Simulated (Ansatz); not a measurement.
Basis sets compared for the cluster PbSe2⁺. Total charge 1; doublet. Geometry r2SCAN-D4/def2-TZVP. Ansatz on 4 threads of Arm Neoverse V2 on a shared host; times are rough, and most runs start from earlier orbitals.

```csv
atom,x (Å),y (Å),z (Å)
Pb1,-0.148,-1.124,-1.192
Se2,-0.971,0.291,0.982
Se3,1.119,0.833,0.211
```

In the def2 sets Pb takes a core potential; there is no spin–orbit coupling. The structure comes from a short search, and lower isomers may exist.

| level | functions | energy (Eh) | HOMO (eV) | LUMO (eV) | wall time |
| --- | --- | --- | --- | --- | --- |
| PBE-D4/def2-SVP | 90 | -4994.5313 | -10.74 | -9.83 | 0.95 s |
| PBE0-D4/def2-SVP | 90 | -4994.6414 | -11.94 | -9.01 | 1.6 s |

Problem. Estimate the rows for PBE-D4/def2-TZVP, PBE0-D4/def2-TZVP.

Solution. 
```tsv
level	functions	energy (Eh)	HOMO (eV)	LUMO (eV)	wall time
PBE-D4/def2-TZVP	146	-4995.1293	-10.71	-9.76	1.9 s
PBE0-D4/def2-TZVP	146	-4995.2395	-11.87	-8.91	3.4 s
```
